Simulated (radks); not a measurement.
Species: Zn XVI. Configuration: [Ne] 3s2 3p2 7d1 (not the ground configuration).

All-electron calculation, Dirac Kohn-Sham, LDA (Slater exchange, Perdew-Wang correlation), spin-unpolarised, spherical densities, finite nucleus; open shells fill j = l - 1/2 first; Fermi nuclear charge, rms radius 3.9283 fm. Program: a radial shooting solver on a logarithmic mesh with Libxc functionals.

Energy parts (hartree):
part                       energy
total                 -1665.31029
kinetic                1699.10057
electron-nucleus      -3695.76946
Hartree                 382.23020
exchange-correlation    -50.87160

Orbitals (lengths in bohr, moments of r in powers of bohr):
orbital  occ.  eigenvalue (hartree)       <r^4>  small-component weight
1s1/2       2             -370.5247  0.00002996                1.17e-02
2s1/2       2             -63.11714    0.006008                2.27e-03
2p1/2       2             -58.24701    0.004219                2.26e-03
2p3/2       4             -57.35472    0.004457                2.22e-03
3s1/2       2             -21.72785      0.2116                7.37e-04
3p1/2       2             -20.14777      0.2068                7.09e-04
3p3/2       0             -19.96176      0.2142                7.01e-04
7d3/2       1              -2.72663       468.3                8.14e-05
7d5/2       0              -2.72446       469.7                8.14e-05

The highest occupied level is 7d3/2 at -74.195 eV. The configuration is held as typed, so some empty levels lie below it. The density falls to 0.001 e/bohr^3 at r = 5.14 bohr. Summed over all electrons, <r^2> = 20.83 bohr^2, which gives a Langevin (diamagnetic) susceptibility term of -16.5 x 10^-6 cm^3/mol. The electron density at the nucleus is 2.514e+04 e/bohr^3.
